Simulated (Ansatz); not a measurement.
CH6NO2Ta (`[CH3][Ta](=[NH])([OH])[OH]`). The species carries charge 0 and has multiplicity 1. Ta takes the def2 core potential.

```xyz
11

C    -0.927   -1.011   -0.957
Ta    0.200    0.223    0.423
N     1.185    1.249   -0.626
O     1.266   -0.946    1.492
O    -1.059    1.234    1.441
H    -1.582   -1.697   -0.407
H    -0.261   -1.604   -1.590
H    -1.548   -0.398   -1.617
H     1.764    1.853   -1.184
H     2.211   -1.075    1.550
H    -1.249    2.171    1.474
```

(1) What are the harmonic wavenumbers in cm⁻¹ at PBE0-D4/def2-TZVP (Ansatz, finite differences of forces, unscaled)? (Best estimate.)

(2) Is this a minimum?

(3) Give the ideal-gas thermochemistry at 298.15 K and 1 bar (rigid rotor, harmonic oscillator; point group Cs, symmetry number 1).

## Answers

(1) Ansatz gave: 130, 160, 165, 182, 210, 211, 380, 386, 476, 514, 536, 565, 583, 585, 639, 707, 711, 997, 1198, 1421, 1427, 3027, 3112, 3126, 3693, 3947, 3950.

(2) Yes, all 27 modes are real.

(3) Zero-point energy 197.6 kJ/mol; H(298) − E = 222.9 kJ/mol; entropy 378.0 J/(mol·K), of which translation 177.5, rotation 112.9, vibration 87.7; G(298) − E = 110.2 kJ/mol.
